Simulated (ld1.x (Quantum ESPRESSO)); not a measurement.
Logarithmic derivatives: tungsten, PAW

| Item | Value |
| --- | --- |
| Element | tungsten |
| Generator | ld1.x (Quantum ESPRESSO) 7.5 |
| Type | PAW |
| Functional | BLYP |
| Relativity | scalar-relativistic |
| Frozen core | [Xe] 4f14 |
| Valence charge | 6 |
| Reference configuration | 5d4 6s2 6p0 |
| Partial waves | 6s (bound): rcut 2.80, rcutus 3.30 bohr; 6s channel at 0.05 Ry: rcut 2.80, rcutus 3.30 bohr; 6p (bound, empty): rcut 4.40, rcutus 4.65 bohr; 6p channel at 3.5 Ry: rcut 4.40, rcutus 4.65 bohr; 5d (bound): rcut 2.20, rcutus 2.85 bohr; 5d channel at 0.35 Ry: rcut 2.20, rcutus 2.85 bohr |
| Local potential | all-electron potential smoothed inside 2.45 bohr (lloc = -1) |
| Core correction | Bessel-smoothed model core inside 1.65 bohr |
| Augmentation charge | PSQ, inside the norm-conserving radii |

The phase is arctan(r·u′/u) with u = r·R(r), unwrapped; energies in Ry, scanned from -2 to 5 Ry. A pole is an energy at which the radial function vanishes at the test radius. The pseudo phase is shifted by a multiple of π to meet the all-electron one at the reference energy, and phase errors are pseudo minus all-electron; the curves can meet again beyond the range given. Levels narrower than the energy grid can be missing from the lists of poles.

| channel | radius (bohr) | reference energy (Ry) | poles, all-electron | poles, pseudo | unbroken range about the reference energy with phases within 0.05 rad | phase error 1 Ry above the reference energy (rad) |
| --- | --- | --- | --- | --- | --- | --- |
| s | 5.03 | -0.41 | -0.30, 1.59, 4.60 | -0.30, 0.59, 1.62, 4.57 | below 0.5 | -1.238 |
| p | 5.03 | -0.10 | 0.23, 2.27 | 0.22, 2.18, 4.59 | below 0.6 | -0.286 |
| d | 5.03 | -0.32 | -0.29, 1.17, 3.52 | -0.29, 1.16, 3.32 | below 2.0 | -0.000 |

Phases in the d channel:

```json
{"E (Ry)": "-2.00", "all-electron": "1.431", "pseudo": "1.431"}
{"E (Ry)": "-1.76", "all-electron": "1.422", "pseudo": "1.422"}
{"E (Ry)": "-1.52", "all-electron": "1.411", "pseudo": "1.411"}
{"E (Ry)": "-1.28", "all-electron": "1.396", "pseudo": "1.396"}
{"E (Ry)": "-1.04", "all-electron": "1.377", "pseudo": "1.377"}
{"E (Ry)": "-0.80", "all-electron": "1.349", "pseudo": "1.349"}
{"E (Ry)": "-0.56", "all-electron": "1.294", "pseudo": "1.294"}
{"E (Ry)": "-0.32", "all-electron": "-1.200", "pseudo": "-1.200"}
{"E (Ry)": "-0.08", "all-electron": "-1.885", "pseudo": "-1.885"}
{"E (Ry)": "0.16", "all-electron": "-2.124", "pseudo": "-2.124"}
{"E (Ry)": "0.40", "all-electron": "-3.157", "pseudo": "-3.157"}
{"E (Ry)": "0.64", "all-electron": "-4.337", "pseudo": "-4.337"}
{"E (Ry)": "0.88", "all-electron": "-4.592", "pseudo": "-4.592"}
{"E (Ry)": "1.12", "all-electron": "-4.698", "pseudo": "-4.699"}
{"E (Ry)": "1.36", "all-electron": "-4.770", "pseudo": "-4.772"}
{"E (Ry)": "1.60", "all-electron": "-4.845", "pseudo": "-4.850"}
{"E (Ry)": "1.84", "all-electron": "-4.967", "pseudo": "-4.984"}
{"E (Ry)": "2.08", "all-electron": "-5.367", "pseudo": "-5.517"}
{"E (Ry)": "2.32", "all-electron": "-7.114", "pseudo": "-7.304"}
{"E (Ry)": "2.56", "all-electron": "-7.601", "pseudo": "-7.651"}
{"E (Ry)": "2.80", "all-electron": "-7.726", "pseudo": "-7.755"}
{"E (Ry)": "3.04", "all-electron": "-7.785", "pseudo": "-7.809"}
{"E (Ry)": "3.28", "all-electron": "-7.824", "pseudo": "-7.848"}
{"E (Ry)": "3.52", "all-electron": "-7.854", "pseudo": "-7.882"}
{"E (Ry)": "3.76", "all-electron": "-7.881", "pseudo": "-7.920"}
{"E (Ry)": "4.00", "all-electron": "-7.910", "pseudo": "-7.972"}
{"E (Ry)": "4.24", "all-electron": "-7.945", "pseudo": "-8.078"}
{"E (Ry)": "4.48", "all-electron": "-7.998", "pseudo": "-8.533"}
{"E (Ry)": "4.72", "all-electron": "-8.108", "pseudo": "-10.477"}
{"E (Ry)": "4.96", "all-electron": "-8.533", "pseudo": "-10.800"}
```
